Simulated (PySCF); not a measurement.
# Bond lengths and vibrations by method: BGeH3NO cation

These are calculations, not measurements. They come from PySCF 2.14.0, an open-source quantum chemistry program, on an isolated molecule that a program drew, which may never have been made. The molecule is BGeH3NO cation (charge +1, singlet), drawn as the SMILES string `[NH2][GeH+][B]=O`.

The geometry was optimised and harmonic frequencies were computed with HF and MP2, all in the cc-pVDZ basis, for the commonest isotopes, with a restricted reference for singlets and an unrestricted one otherwise, and a frozen core in MP2. Germanium has the cc-pVDZ-PP basis, with a core potential (ECP10MDF) in place of its 10 inner electrons, and its 3s, 3p and 3d shells are frozen in MP2. Each result is a local minimum of its method.

Geometry at the HF minimum:
```xyz
7
BGeH3NO cation, angstrom
N     0.7638    0.1014   -0.4692
Ge    2.3058   -0.5504   -0.8758
B     3.4679    0.5413   -2.1437
O     4.1291    1.1771   -2.8742
H     0.4162    0.9784   -0.8215
H     0.1196   -0.3647    0.1490
H     2.6903   -1.8724   -0.2724
```

Lengths of the bonds as drawn, in Å (atoms numbered as above):
```
  bond     HF    MP2
N1-Ge2  1.723  1.750
Ge2-B3  2.037  2.020
 B3-O4  1.173  1.216
 N1-H5  1.007  1.023
 N1-H6  1.007  1.024
Ge2-H7  1.503  1.512
```

Rotational constants, in GHz:
| constant | HF | MP2 |
|---|---|---|
| A | 15.85 | 15.35 |
| B | 2.541 | 2.513 |
| C | 2.19 | 2.16 |

Harmonic frequencies in cm^-1, each column in rising order, so a row needn't be the same motion in every method:
```
rank    HF   MP2
   1   128   119
   2   252   231
   3   368   335
   4   452   406
   5   456   449
   6   594   581
   7   685   682
   8   734   683
   9   897   844
  10   942   874
  11  1677  1548
  12  2227  1927
  13  2377  2308
  14  3727     ?
  15  3839  3653
```

**Estimate the missing MP2 frequency from the HF column.**

A single factor s that minimises the squared misfit of MP2 against s times HF over the other rows is sum(HF x MP2) / sum(HF^2) = 0.9383, with an rms misfit of 53 cm^-1. For rank 14 it gives 0.9383 x 3727 = 3497 cm^-1. The calculation gives 3531 cm^-1, 34 cm^-1 above the estimate. The drawn bonds are on average 1.4 % longer in MP2 than in HF.
